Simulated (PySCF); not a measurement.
Compound: C5H7FOSi.
SMILES with atom numbers: `[O:1]=[C:2]1[CH2:3][CH:4]=[C:5]([SiH2:6][F:7])[CH2:8]1`

Probes without a nucleus sit at each ring's centroid and 1 Å off its mean plane on both sides; NICS is minus the shielding there, NICSzz its component along the normal. Level: GIAO PBE0/pcSseg-1 (PySCF, non-relativistic, gas phase) on the GFN2-xTB geometry, one conformer.

Ring bond lengths (Å), with Mayer bond orders in brackets: C2–C3 1.517 (0.98), C3–C4 1.492 (1.03), C4–C5 1.333 (1.84), C5–C8 1.503 (1.00), C8–C2 1.518 (0.98).

Task: Give the NICS values of each ring in ppm.

Result: 
```
          ring                                                    type  NICS(0)  NICS(1), two faces  NICS(1)zz, two faces  rms pucker (Å)  centre to ring atoms, mean (Å)
C2–C3–C4–C5–C8  5-membered carbocycle; formal bonds 1 double, 4 single      4.7         -1.8 / -1.8           -2.2 / -2.2            0.00                            1.25
```

Task: What can be read from them?

Result: 
- C2–C3–C4–C5–C8: mean NICS(1)zz -2.2 ppm, near zero. C3, C8 have four or more neighbours, and the NICS criterion for π rings isn't applied. NICS(0) lies 6 ppm above the mean NICS(1).

Task: List the ring angles and the Hirshfeld charges of the ring atoms.

Result: 
- C2–C3–C4–C5–C8: C2 107.5° (+0.179 e), C3 103.9° (-0.078 e), C4 113.2° (-0.034 e), C5 110.5° (-0.106 e), C8 104.9° (-0.084 e); sum 540.0° against 540° for a flat convex ring.

Task: How shielded are the nuclei of the rings and their hydrogens (means over atoms taken as equivalent)?

Result: 
```json
{"atoms": "C2", "environment": "ketone carbonyl carbon", "σ isotropic (ppm)": "-33.2"}
{"atoms": "C3", "environment": "sp3 carbon next to a carbonyl", "σ isotropic (ppm)": "139.8"}
{"atoms": "C4", "environment": "alkene CH carbon", "σ isotropic (ppm)": "35.0"}
{"atoms": "C5", "environment": "fully substituted alkene carbon", "σ isotropic (ppm)": "44.1"}
{"atoms": "C8", "environment": "sp3 carbon next to a carbonyl", "σ isotropic (ppm)": "141.9"}
{"atoms": "H on C3 (×2)", "environment": "methylene hydrogen", "σ isotropic (ppm)": "28.70"}
{"atoms": "H on C4", "environment": "vinylic hydrogen", "σ isotropic (ppm)": "24.76"}
{"atoms": "H on C8 (×2)", "environment": "methylene hydrogen", "σ isotropic (ppm)": "28.93"}
```

Hardware: Arm Neoverse V1, one thread, on a shared host. Cost: 27 s, 0.81 GiB resident at most. This is the whole shielding run at PBE0/pcSseg-1, SCF included.

Conformer computed: `[O:1]=[C:2]1[CH2:3][CH:4]=[C:5]([SiH2:6][F:7])[CH2:8]1`: C4–C5–Si6–F7 -1°.
